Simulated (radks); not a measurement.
Values are calculated unless marked as measured or tabulated.
Task: These are the eigenvalues of the occupied orbitals of an atom or ion with whole-number occupations (hartree). Code: a radial shooting solver on a logarithmic mesh with Libxc functionals. Model: scalar-relativistic Kohn-Sham, LDA (Slater exchange, VWN5 correlation), spin-polarised, spherical densities, finite nucleus; Fermi nuclear charge, rms radius of each element as measured or else 0.836 A^(1/3) + 0.57 fm.

| orbital | eigenvalue |
|---|---|
| 1s | -1729.643 |
| 2s | -385.3636 |
| 2p | -359.7196 |

Which element is it, and in what charge state? The configuration may be excited. Open shells, if any, are filled with parallel spins first.

Result: Z = 60, neodymium, charge +50: Nd50+ in [Ne]. The list shows which subshells hold electrons but not how many an open one holds; the 1s level, -1729.6 hartree, gives Z - s = 58.8 by -(Z - s)^2/2, which with screening and relativity narrows Z to a few neighbours, and the depths of the outer levels then fix element, charge and occupations together.
